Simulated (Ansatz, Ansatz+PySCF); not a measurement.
| atom | x (Å) | y (Å) | z (Å) |
| --- | --- | --- | --- |
| C | -0.5143 | 0.0770 | -0.4706 |
| C | 0.7134 | -0.4442 | -0.3112 |
| C | -0.1172 | 0.3510 | 0.7816 |
| H | -1.3601 | 0.3398 | -1.1689 |
| H | 1.6938 | -0.2231 | -0.7740 |
| H | -0.5574 | 0.2846 | 1.8289 |

Basis set: def2-SVP (spherical functions). Left uncorrelated: 3 orbitals. Charge 0, multiplicity 2.

Computed with Ansatz (development build ahead of 0.2.0); each method stands on the lowest determinant of its kind that the runs found.

Problem. Give the atomization energy at this shape (free ground-state atoms in the same class of orbitals less the molecule, no zero-point energy) of doublet C₃H₃ by PBE0 (unrestricted), UHF-MP2, UHF.

Solution.

```tsv
method	atomization energy
PBE0 (unrestricted)	582.17 kcal/mol
UHF-MP2	543.50 kcal/mol
UHF	413.49 kcal/mol
```

Caution: the shape is not the minimum. Caution for UHF-MP2, UHF: the unrestricted determinant is spin contaminated.
